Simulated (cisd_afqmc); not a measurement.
Input (AFQMC/CISD/def2-SVP; cisd_afqmc is a phaseless AFQMC code with CISD trial states that reads the integrals written by Ansatz):

Ansatz 0.2 input:
```python
import cisd_afqmc

open("ham.yaml", "w").write("""\
crystal:
  periodic: [false, false, false]
  atoms:
    - {symbol: Pb, position_ang: [-0.00401327, -0.00597620, 0.77553755]}
    - {symbol: Br, position_ang: [1.13908989, -1.67066389, -0.91554448]}
    - {symbol: Br, position_ang: [-1.12968736, 1.68466528, -0.90142922]}
basis:
  gaussian:
    orbitals: def2-SVP
magnetization: {spin_polarized: false}
correlation: {method: ccsd, electrons: outside_noble_gas, hamiltonian_folder: ham}
""")
rep = cisd_afqmc.ansatz("ham.yaml")
e_ccsd = rep["correlation"]["coupled_cluster"]["energy"]["hartree"]
out = cisd_afqmc.run("ham", e_ccsd, trial="CISD", walkers=100, populations=8, threads=8, dt=0.005, steps=40, early=36, settle=10, least=32,
    cut=5e-5, rank_cut=2e-4, target=0.0004, seconds=1500, seed=1, memory=17280, gpu=False)
```

Output:

```
orbitals 53, occupied [9], factors 309 of 953, rank of the doubles 153 of 396
E(HF) = -5336.158438
E(CCSD) on the cut factors = -5336.475718, shift to the whole factors -0.000000
Energy of the trial state on the determinant = -5336.475706
  tau behind 10.8 of longer steps, mean of the populations' last blocks
   2.0  -5336.48638
   4.0  -5336.48718
   6.0  -5336.48661
   8.0  -5336.48724
  10.0  -5336.48601
blocks 382 (0 outliers left out), error by blocks joined: 1: 0.00018, 2: 0.00022, 4: 0.00027, 8: 0.00032, 16: 0.00039
E(AFQMC/CISD) = -5336.48674 +/- 0.00039
```

The error still grows at the longest joins of blocks, or few joins were possible, so the printed bar may be too narrow.
